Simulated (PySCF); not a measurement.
Compound: C4H9NSi2.
Numbering: `[SiH3:1][SiH2:2][n:3]1[cH:4][cH:5][cH:6][cH:7]1` (hydrogens: H8, H9, H10 on Si1; H11, H12 on Si2; H13 on C4; H14 on C5; H15 on C6; H16 on C7)

The same species was optimised twice, with GFN2-xTB and with PBE0-D3(BJ)/def2-SVP (PySCF), and the same property calculations (PySCF, gas phase) were run on both structures.

| coordinate | GFN2-xTB | PBE0-D3(BJ)/def2-SVP | change |
| --- | --- | --- | --- |
| Si1–Si2 (Å) | 2.314 | 2.345 | +0.031 |
| Si2–N3 (Å) | 1.756 | 1.777 | +0.021 |
| C4–C5 (Å) | 1.361 | 1.375 | +0.014 |
| C6–C7 (Å) | 1.361 | 1.375 | +0.014 |
| N3–C7 (Å) | 1.369 | 1.380 | +0.011 |
| N3–C4 (Å) | 1.368 | 1.380 | +0.012 |
| C5–C6 (Å) | 1.415 | 1.424 | +0.009 |
| Si2–N3–C4 (°) | 127.5 | 126.3 | -1.2 |
| C4–N3–C7 (°) | 107.1 | 108.0 | +0.9 |
| N3–C7–C6 (°) | 109.6 | 108.9 | -0.7 |
| N3–C4–C5 (°) | 109.6 | 108.9 | -0.7 |
| Si1–Si2–N3 (°) | 109.2 | 108.5 | -0.7 |
| Si2–N3–C7 (°) | 125.3 | 125.7 | +0.4 |
| C5–C6–C7 (°) | 106.8 | 107.1 | +0.3 |
| C4–C5–C6 (°) | 106.8 | 107.1 | +0.3 |
| Si1–Si2–N3–C4 (°) | -110 | -130 | -20 |

Rotational constants: A = 4080, B = 994.3, C = 920.6 MHz (GFN2-xTB) against A = 4118, B = 993.5, C = 876.3 MHz (PBE0-D3(BJ)/def2-SVP). Point groups within 0.08 Å: C1 and C1. Atoms that the bonding makes alike are paired by their places after alignment.

On the GFN2-xTB structure: lowest singlet, TDDFT (eV) 5.49 [CAM-B3LYP/def2-SVPD]; lowest triplet, Tamm–Dancoff (eV) 4.27 [CAM-B3LYP/def2-SVPD]; isotropic polarisability (au) 106.2 [CAM-B3LYP/def2-SVPD]; HOMO (eV) -7.50 [CAM-B3LYP/def2-SVPD]; LUMO (eV) 0.61 [CAM-B3LYP/def2-SVPD]; dipole (D) 1.51 [CAM-B3LYP/def2-SVPD]; HOMO (eV) -6.22 [PBE0/pcSseg-1]; LUMO (eV) -0.43 [PBE0/pcSseg-1]; dipole (D) 1.56 [PBE0/pcSseg-1]; GIAO shielding of Si1 (ppm) 467.7 [PBE0/pcSseg-1]; GIAO shielding of Si2 (ppm) 391.5 [PBE0/pcSseg-1]; GIAO shielding of N3 (ppm) 105.1 [PBE0/pcSseg-1]; GIAO shielding of C4/C7 (mean) (ppm) 58.9 [PBE0/pcSseg-1]; GIAO shielding of C5/C6 (mean) (ppm) 68.5 [PBE0/pcSseg-1].

Problem. What do these properties become on the PBE0-D3(BJ)/def2-SVP structure?

Solution. 
```tsv
property	level	on GFN2-xTB	on PBE0-D3(BJ)/def2-SVP	change
lowest singlet, TDDFT (eV)	CAM-B3LYP/def2-SVPD	5.49	5.62	+0.13
lowest triplet, Tamm–Dancoff (eV)	CAM-B3LYP/def2-SVPD	4.27	4.15	-0.12
isotropic polarisability (au)	CAM-B3LYP/def2-SVPD	106.2	109.3	+3.1
HOMO (eV)	CAM-B3LYP/def2-SVPD	-7.50	-7.51	-0.01
LUMO (eV)	CAM-B3LYP/def2-SVPD	0.61	0.76	+0.15
dipole (D)	CAM-B3LYP/def2-SVPD	1.51	1.43	-0.08
energy, GFN2-xTB geometry as zero (kcal/mol)	CAM-B3LYP/def2-SVPD	0.0	-2.8	-2.8
HOMO (eV)	PBE0/pcSseg-1	-6.22	-6.23	-0.01
LUMO (eV)	PBE0/pcSseg-1	-0.43	-0.27	+0.16
dipole (D)	PBE0/pcSseg-1	1.56	1.45	-0.11
energy, GFN2-xTB geometry as zero (kcal/mol)	PBE0/pcSseg-1	0.0	-2.4	-2.4
GIAO shielding of Si1 (ppm)	PBE0/pcSseg-1	467.7	459.5	-8.2
GIAO shielding of Si2 (ppm)	PBE0/pcSseg-1	391.5	389.1	-2.4
GIAO shielding of N3 (ppm)	PBE0/pcSseg-1	105.1	99.8	-5.3
GIAO shielding of C4/C7 (mean) (ppm)	PBE0/pcSseg-1	58.9	55.5	-3.4
GIAO shielding of C5/C6 (mean) (ppm)	PBE0/pcSseg-1	68.5	65.8	-2.7
```

The heavy atoms differ by 0.141 Å rms after alignment. Among bonds between heavy atoms Si1–Si2 changes most (+0.031 Å). Changes are differences of the printed values. Neither structure is proved a minimum here.

Conformer computed: `[SiH3:1][SiH2:2][n:3]1[cH:4][cH:5][cH:6][cH:7]1`: Si1–Si2–N3–C4 -130°.
